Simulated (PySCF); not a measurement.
# SMILES [O-]C1=CC=C[SiH2]1, [C$_{4}$H$_{5}$OSi]-, charge -1

Geometry (Å), atoms numbered from 1 in this order:
```xyz
11

O    -1.0567    2.3575   -0.4917
C    -0.4707    1.2783   -0.2923
C     0.8796    0.9333   -0.4928
C     1.2446   -0.4049   -0.1577
C     0.3375   -1.3183    0.3268
Si   -1.2399   -0.3871    0.3889
H     1.6058    1.6463   -0.8758
H     2.2906   -0.6937   -0.2972
H     0.6245   -2.3287    0.5862
H    -2.3519   -0.9185   -0.4747
H    -1.8737   -0.2514    1.7470
```

Total charge -1.

Theory: PySCF, TDDFT CAM-B3LYP/def2-TZVPD excited states, vertical, gas phase. Geometry: PBE0-D3(BJ)/def2-TZVP.

For a gas-phase anion, states above the detachment energy (about 1.5 eV, taken as minus the energy of the highest occupied orbital) lie in the continuum and depend on the basis.

**Question.** Give the one- and two-photon strengths of the lowest singlets.

**Answer.** δ for parallel linear polarisation; σ at the peak of a Lorentzian of half width 0.1 eV, single beam; Ω is circular over linear.
| state | E (eV) | f | photon λ (nm) | δ (au) | σ (GM) | Ω | main |
| --- | --- | --- | --- | --- | --- | --- | --- |
| S1 | 3.17 | 0.080 | 782 | 16.3 | 0.06 | 1.47 | HOMO→LUMO+3 0.95 |
| S2 | 3.32 | 0.001 | 747 | 147 | 0.59 | 1.50 | HOMO→LUMO 0.80, HOMO→LUMO+1 0.16 |
| S3 | 3.50 | 0.001 | 709 | 6.28 | 0.03 | 1.50 | HOMO−1→LUMO+3 0.94 |
| S4 | 3.78 | 0.008 | 656 | 95.3 | 0.50 | 1.50 | HOMO→LUMO+2 0.51, HOMO→LUMO+1 0.34 |
| S5 | 3.92 | 0.005 | 633 | 60.4 | 0.34 | 1.50 | HOMO→LUMO+1 0.43, HOMO→LUMO+2 0.42 |
| S6 | 4.24 | 0.009 | 585 | 118 | 0.77 | 1.50 | HOMO→LUMO+5 0.84, HOMO→LUMO+6 0.11 |

Among these, the strongest one-photon state is S1, the strongest two-photon state S6.
